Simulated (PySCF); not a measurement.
Cd(Me)(SiH3) (CH6CdSi), SMILES [CH3][Cd][SiH3].

Coordinates come from a B3LYP-D3(BJ)/def2-SVP optimisation. The structure was generated by enumeration; whether it is a known compound was not checked. The def2 effective core potentials stand for the cores of Cd; spin–orbit coupling is left out.

Level of theory: PBE/def2-TZVPD (PySCF).

The molecule is in vacuum.

Q: Estimate the frontier levels, gap, dipole moment and polarisability. (The exact figures need the calculation; the answer reports its results.)

A: 
| Item | Result |
|---|---|
| highest occupied level | -5.79 eV |
| lowest empty level | -1.51 eV |
| orbital gap | 4.28 eV |
| dipole moment | 0.89 D |
| quadrupole, principal values (traceless, Buckingham form, about the centre of nuclear charge) | -8.61, 4.30, 4.30 D·Å |
| mean static polarisability | 88.1 bohr³ (13.06 Å³) |
| polarisability, principal values | 67.0, 67.0, 130.3 bohr³ |
